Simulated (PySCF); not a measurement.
H₃NSTe, SMILES N[Te]S.

Geometry: B3LYP-D3(BJ)/def2-SVP. The def2 effective core potentials stand for the cores of Te; spin–orbit coupling is left out. One conformer was computed; it need not be the lowest.

The numbers are results of TDDFT-ωB97X/def2-SVPD (PySCF), not measurements.

Vertical excitations. 

```
state  energy (eV)  λ (nm)      f                                                                    main pairs
-----  -----------  ------  -----  ----------------------------------------------------------------------------
S1            3.42     363  0.002                                                                HOMO→LUMO 93 %
S2            4.20     295  0.001                                                              HOMO→LUMO+1 87 %
S3            4.57     271  0.005                                            HOMO−1→LUMO 69 %, HOMO−2→LUMO 21 %
S4            5.44     228  0.084                        HOMO−2→LUMO 62 %, HOMO−1→LUMO+1 16 %, HOMO−1→LUMO 15 %
S5            5.53     224  0.042                                        HOMO−2→LUMO+1 67 %, HOMO−1→LUMO+1 17 %
S6            5.96     208  0.114                                                              HOMO→LUMO+2 91 %
S7            6.33     196  0.071                       HOMO−1→LUMO+1 47 %, HOMO−2→LUMO+1 15 %, HOMO−1→LUMO 8 %
S8            6.43     193  0.039  HOMO−1→LUMO+2 42 %, HOMO−2→LUMO+2 12 %, HOMO−1→LUMO+7 8 %, HOMO−1→LUMO+3 7 %
S9            6.75     184  0.040                                                              HOMO→LUMO+3 69 %
S10           7.05     176  0.079                                                              HOMO→LUMO+4 79 %
T1            2.83     439      0                                                                HOMO→LUMO 93 %
T2            3.49     355      0                                            HOMO→LUMO+1 84 %, HOMO→LUMO+5 13 %
T3            4.02     308      0                                                              HOMO−1→LUMO 80 %
T4            4.40     282      0                                                              HOMO−2→LUMO 76 %
```
Triplets are in the Tamm–Dancoff approximation, which puts them higher than full response would, so one can lie above its singlet here.
